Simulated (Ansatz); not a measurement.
Consider the ligand exchange at a B–S bond: `NBS` + CH₃NH₂ → `CNBN` + H₂S.

Isolated molecules relaxed with PBE0-D4/def2-TZVP in Ansatz; ΔE leaves out vibrations. CCSD(T)/CBS adds triple-zeta CCSD(T) − MP2 to the extrapolated MP2 energy (def2 sets, frozen cores). This one scheme is used for every species. Functionals use def2-TZVPP. Each species was taken in one conformer, which may not be the lowest.

| level | ΔE (eV) |
| --- | --- |
| r2SCANh-D4 | -0.29 |
| PBE | -0.26 |
| PBE0 | -0.28 |
| r2SCANh | -0.29 |
| LC-ωPBE | -0.32 |
| RPA@PBE/def2-TZVPP | -0.31 |
| HF/def2-SVP | -0.40 |
| MP2/def2-SVP | -0.35 |

Q: What does CCSD(T)/CBS give? (Estimate.)

A: Computed: -0.31 eV. The listed levels differ from it by 0.02, 0.05, 0.03, 0.02, -0.01, 0.00, -0.09, -0.04 eV.

Largest T1 diagnostic among the species: 0.012.

At CCSD(T), def2-SVP lies −0.06 eV from the extrapolated value and def2-TZVPP −0.01 eV. From BLYP to BHLYP (50 % exact exchange), in def2-TZVPP and without D4, ΔE moves by −0.04 eV. In def2-TZVPP, CCSD(T) changes the Hartree–Fock value by +0.04 eV (the triples alone add +0.02 eV) and MP2 by +0.06 eV.
